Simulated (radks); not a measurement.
Results of a calculation; reference values are marked as such.
Q: All-electron atom: the tantalum ion Ta8+ in [Kr] 4d10 4f(5/2: 6, 7/2: 7) 5s2 5p(1/2: 2, 3/2: 2). Level of theory: Dirac Kohn-Sham, PBE, spin-unpolarised, spherical densities, finite nucleus; Fermi nuclear charge, rms radius 5.3507 fm (a radial shooting solver on a logarithmic mesh with Libxc functionals).

Spin-orbit splittings of the eigenvalues, e(l+1/2) - e(l-1/2), with zeta = 2 splitting/(2l+1) and mean radii in bohr:

| shell | occ. | splitting (eV) | zeta (eV) | <r> j=l-1/2 | <r> j=l+1/2 |
|---|---|---|---|---|---|
| 2p | 6 | 1270 | 846.8 | 0.06487 | 0.07271 |
| 3p | 6 | 273.5 | 182.3 | 0.1942 | 0.2088 |
| 3d | 10 | ? | ? | 0.1829 | 0.1874 |
| 4p | 6 | 63.27 | 42.18 | 0.4635 | 0.4961 |
| 4d | 10 | 11.69 | 4.676 | 0.5135 | 0.5246 |
| 4f | 13 | 2.127 | 0.6077 | 0.5967 | 0.6043 |
| 5p | 4 | 11.18 | 7.453 | 1.116 | 1.187 |

Estimate the 3d splitting.

A: 59.58 eV (zeta = 23.83 eV).
